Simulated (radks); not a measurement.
The numbers below are computed, except where a source is named.
Valence configurations of Dy2+ (all share [Xe]). Level of theory: Dirac Kohn-Sham, PBEsol, spin-unpolarised, spherical densities, finite nucleus; open shells fill j = l - 1/2 first; Fermi nuclear charge, rms radius 5.2218 fm (a radial shooting solver on a logarithmic mesh with Libxc functionals). Energies are relative to 4f10; eigenvalues in eV.

| valence | E (eV) | e(4f5/2) | e(4f7/2) | e(5d3/2) | e(6p1/2) | e(6p3/2) |
|---|---|---|---|---|---|---|
| 4f10 | 0.000 | -17.464 | -16.585 | - | - | - |
| 4f9.5 6s0.5 | 1.868 | -21.683 | -20.773 | - | - | - |
| 4f9.5 6p0.5 | 3.896 | -22.228 | -21.317 | - | -11.734 | - |
| 4f9 5d1 | 5.015 | -23.528 | -22.588 | -15.301 | - | - |
| 4f9 6s1 | 5.380 | -26.301 | -25.359 | - | - | - |
| 4f9 6p1 | 9.661 | -27.370 | -26.427 | - | -12.871 | - |
| 4f8.5 5d1 6p0.5 | 11.754 | -28.836 | -27.864 | -17.498 | -12.288 | - |
| 4f8 6p2 | 27.687 | -38.549 | -37.541 | - | -14.807 | - |
| 4f7 5d1 6p2 | 45.666 | -46.440 | -45.370 | -24.318 | -15.222 | - |
| 4f7 6p3 | 56.517 | -51.052 | -49.978 | - | -16.655 | -15.680 |

NIST lists [Xe] 4f10 as the ground configuration; this level of theory agrees among the configurations tried. The energies are those of spherical spin-averaged densities, not of single terms.
